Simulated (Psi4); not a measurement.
A dimer, CHN ··· H4O4Si (SMILES C#N and O[Si](O)(O)O); the first 3 atoms form monomer A.

```
12

C     -0.0265     0.0008     0.0000
N      1.1193    -0.0278     0.0000
H     -1.0929     0.0270     0.0000
O      4.9961     2.4993     2.4088
Si     3.6966     2.3435     1.4281
O      3.8208     3.5260     0.3053
O      2.2390     2.5364     2.1444
O      3.7304     0.8125     0.8538
H      5.2383     1.7380     2.9418
H      4.7017     3.7403    -0.0116
H      1.9367     3.4363     2.2904
H      2.9121     0.4594     0.4961
```

Question: What interaction energy does SAPT0/jun-cc-pVDZ, frozen core (Psi4) give, and which attractive term is the largest?

Answer: Total -18.46 kJ/mol: electrostatics -32.85, exchange 37.28, induction -12.58, dispersion -10.31. The most attractive term is electrostatics.
